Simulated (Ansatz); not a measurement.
Basis sets compared for [Cu(H2O)4]2+ (CuO4H8²⁺). Charge 2, multiplicity 2. Geometry r2SCAN-D4/def2-SVP. Ansatz on 4 threads of Intel Xeon 6975P-C on a shared host; times are rough, and most runs start from earlier orbitals.

| atom | x (Å) | y (Å) | z (Å) |
| --- | --- | --- | --- |
| Cu1 | -0.0069 | 0.0079 | 0.0108 |
| O2 | -0.8988 | 1.0135 | -1.4111 |
| H3 | -0.4218 | 1.4860 | -2.1186 |
| H4 | -1.8192 | 1.3356 | -1.4027 |
| O5 | -1.4627 | -1.2982 | -0.0128 |
| H6 | -1.9560 | -1.5469 | -0.8164 |
| H7 | -1.9527 | -1.6374 | 0.7589 |
| O8 | 0.9579 | -1.0810 | 1.3191 |
| H9 | 0.9203 | -2.0553 | 1.3428 |
| H10 | 1.3277 | -0.7742 | 2.1677 |
| O11 | 1.4798 | 1.2786 | -0.0140 |
| H12 | 2.4138 | 1.0237 | 0.1037 |
| H13 | 1.4185 | 2.2478 | 0.0727 |

```tsv
level	functions	energy (Eh)	HOMO (eV)	LUMO (eV)	wall time
PBE-D4/def2-SVP	127	-1944.5951	-17.37	-15.91	1.4 s
PBE0-D4/def2-SVP	127	-1944.6200	-19.60	-13.99	1.8 s
```

(1) Estimate the rows for PBE-D4/def2-TZVP, PBE0-D4/def2-TZVP.

## Answers

(1) 
| level | functions | energy (Eh) | HOMO (eV) | LUMO (eV) | wall time |
| --- | --- | --- | --- | --- | --- |
| PBE-D4/def2-TZVP | 217 | -1945.2064 | -17.45 | -15.90 | 2 s |
| PBE0-D4/def2-TZVP | 217 | -1945.2208 | -19.70 | -13.72 | 4.4 s |
